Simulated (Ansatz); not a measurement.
CH₃BF₂Si, relaxed with RKS PBE-D4/def2-SVP in Ansatz 0.2.0 from a rough embedded geometry. The force threshold is 0.03 eV/Å; the program also tests the step.

The species carries charge 0 and has multiplicity 1. The bonds changed during the relaxation, so this is another structure than the one it started from.

Start:

```xyz
8

F    -0.687   -1.179   -1.467
C    -0.591   -0.003   -0.710
B    -0.644   -0.331    0.807
Si    1.005    0.266   -0.035
F     1.386    1.844    0.485
H    -1.192    0.896   -1.025
H    -1.282   -0.707    1.801
H     2.005   -0.787    0.145
```

| step | energy (eV) | largest force (eV/Å) | largest move (Å) |
| --- | --- | --- | --- |
| 1 | -15051.2113 | 4.522 | 0.000 |
| 2 | -15051.8651 | 3.180 | 0.196 |
| 3 | -15052.2001 | 1.817 | 0.199 |
| 4 | -15052.4394 | 1.135 | 0.195 |
| 5 | -15052.6486 | 1.027 | 0.200 |
| 6 | -15052.7847 | 1.302 | 0.191 |
| 7 | -15052.8960 | 0.964 | 0.200 |
| 8 | -15052.9185 | 1.715 | 0.200 |
| 9 | -15053.0424 | 0.474 | 0.123 |
| 10 | -15053.0936 | 0.349 | 0.200 |
| 11 | -15053.1070 | 0.618 | 0.194 |
| 12 | -15053.1582 | 0.807 | 0.194 |
| 13 | -15053.2177 | 0.464 | 0.197 |
| 14 | -15053.2462 | 0.239 | 0.200 |
| 15 | -15053.2591 | 0.232 | 0.125 |
| 16 | -15053.2630 | 0.101 | 0.044 |
| 17 | -15053.2634 | 0.029 | 0.013 |

End:

```xyz
8

F    -2.304   -0.492   -1.195
C    -1.111   -0.051   -0.782
B    -0.411   -0.595    0.400
Si    1.248    0.273    0.630
F     1.756    1.465   -0.373
H    -0.758    0.758   -1.454
H    -0.781   -1.476    1.144
H     2.361    0.117    1.630
```

It took 30 s on 2 threads of an Arm Neoverse V1 on a shared host, with 0.14 GiB of host memory at the peak.
